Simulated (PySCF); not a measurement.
C₅H₁₁Si₂ (doublet state).
Cartesian coordinates in Å at the GFN2-xTB level; atoms count from 1:
```
atom  x, y, z in Å
C1    -1.977    1.464   -0.530
C2    -1.537    0.246   -0.216
C3    -2.374   -0.693    0.601
Si4    0.091   -0.421   -0.874
C5     1.230   -1.369    0.374
Si6    2.656   -0.109    0.122
C7     1.545    0.829   -1.129
H8    -2.934    1.833   -0.191
H9    -1.391    2.146   -1.122
H10   -3.324   -0.237    0.876
H11   -1.847   -0.972    1.513
H12   -2.573   -1.607    0.044
H13    0.836   -1.417    1.387
H14    1.479   -2.390    0.094
H15    3.865   -0.686   -0.467
H16    3.004    0.659    1.319
H17    1.942    0.880   -2.139
H18    1.298    1.849   -0.841
```

The hyperfine couplings belong to this conformer and change with its torsions.

Identity: `C=C(C)[Si]1C[SiH2]C1` [radical].

Computed, not measured: PySCF 2.14.0, UKS B3LYP, pcH-1 on C H Si, non-relativistic, mean-field spin-orbit, GIAO. The structure is a single GFN2-xTB conformer in the gas phase; no vibrational or solvent corrections. Couplings are sensitive to structure, and on GFN2-xTB geometries they can be far from those on DFT ones, by a factor of two or more for some ions and for spin on atoms past the first row. Stability of the SCF solution: not tested.

Principal values of hyperfine tensors in MHz (contact, dipolar and spin–orbit terms together), for some of the nuclei:

| atom | isotope | A1 | A2 | A3 |
| --- | --- | --- | --- | --- |
| C2 | 13C | 10.04 | 23.61 | 34.73 |
| Si6 | 29Si | -24.35 | -21.50 | -21.16 |
| H14 | 1H | 16.84 | 18.61 | 29.48 |
| H17 | 1H | 14.74 | 16.39 | 26.96 |
| H13 | 1H | 14.61 | 18.54 | 22.89 |
| C7 | 13C | 12.83 | 13.61 | 29.23 |
| C5 | 13C | 11.97 | 12.83 | 29.10 |
| H18 | 1H | 12.25 | 16.37 | 20.41 |

**Question.** Split each tensor into its isotropic and traceless parts, and turn a_iso into mT with g = 2.0029.

**Answer.** a_iso = (A1 + A2 + A3)/3, Ti = Ai − a_iso; 1 mT corresponds to 28.033 MHz. The tensors hold a spin–orbit part: the run splits a_iso into a_FC + a_SO, and T includes its anisotropic share.

| atom | a_iso (MHz) | a_FC | a_SO | a_iso (mT) | T1 | T2 | T3 |
| --- | --- | --- | --- | --- | --- | --- | --- |
| C2 | 22.80 | 22.79 | 0.00 | 0.813 | -12.75 | 0.82 | 11.94 |
| Si6 | -22.34 | -22.35 | 0.01 | -0.797 | -2.01 | 0.84 | 1.17 |
| H14 | 21.65 | 21.65 | 0.00 | 0.772 | -4.80 | -3.04 | 7.84 |
| H17 | 19.36 | 19.36 | 0.00 | 0.691 | -4.62 | -2.97 | 7.60 |
| H13 | 18.68 | 18.67 | 0.01 | 0.666 | -4.07 | -0.14 | 4.21 |
| C7 | 18.56 | 18.52 | 0.04 | 0.662 | -5.73 | -4.95 | 10.67 |
| C5 | 17.97 | 17.92 | 0.05 | 0.641 | -6.00 | -5.13 | 11.13 |
| H18 | 16.34 | 16.33 | 0.01 | 0.583 | -4.09 | 0.02 | 4.07 |

**Question.** What spin density at the nucleus of C7 lies behind its contact coupling (g_N = 1.40482)?

**Answer.** a_FC = 800.24 MHz bohr³ × g_N × ρ(0)/(2S). With a_FC = 18.52 MHz and 2S = 1, ρ(0) = 0.01647 bohr⁻³.

**Question.** Si4 (29Si, g_N = -1.11058) isn't in the table. Its spin density at the nucleus is 0.5051 bohr⁻³. What is its contact coupling?

**Answer.** By the same relation, a_FC = -448.9 MHz. The spin–orbit term adds +0.94 MHz. Its full tensor has the principal values -602.87, -370.87, -370.01 MHz.

**Question.** Name the largest traceless tensor T of the table and describe it.

**Answer.** C2: -12.8, 0.8, 11.9 MHz, rhombic: the two smaller values differ by 87 % of the largest.

**Question.** What first-order splitting does H14 cause when the field lies along A1, A2 or A3 of its tensor (g taken as isotropic, no quadrupole term)?

**Answer.** 2 lines (I = 1/2), spaced by |A_i|/(g × 13.996): 0.60, 0.66, 1.05 mT along the axes of A1, A2 and A3.

Hardware: Arm Neoverse V2, one thread, no GPU, shared host with 96 logical CPUs at a one-minute load of 57. Cost: 1.9 min of wall time (grids of density and orbitals included), 0.97 GiB resident at most.
